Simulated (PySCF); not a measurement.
The multiplicity is imposed and other spin states were not computed.

Cartesian coordinates (Å):
```xyz
5

Cu     0.0004     0.0001    -0.0002
Cl    -1.0760    -1.6233     1.0557
Cl     1.0795     1.6224    -1.0548
Cl    -0.2368     1.3074     1.7725
Cl     0.2346    -1.3063    -1.7740
```
Charge -1, spin multiplicity 1.

### Question
Estimate the charge on the central atom (meta-Löwdin), HOMO, HOMO–LUMO gap, LUMO, charge on the central atom (Mulliken) and total energy that TPSSh-D3(BJ)/def2-TZVP // TPSS-D3(BJ)/def2-SVP (PySCF) returns for this input.

### Answer

The charge on the central atom (meta-Löwdin) is 1.00 e and the HOMO comes out as -2.69 eV. The HOMO–LUMO gap comes out as 1.34 eV. The LUMO comes out as -1.36 eV and the charge on the central atom (Mulliken) is 0.30 e. The total energy comes out as -3481.6623 Ha.
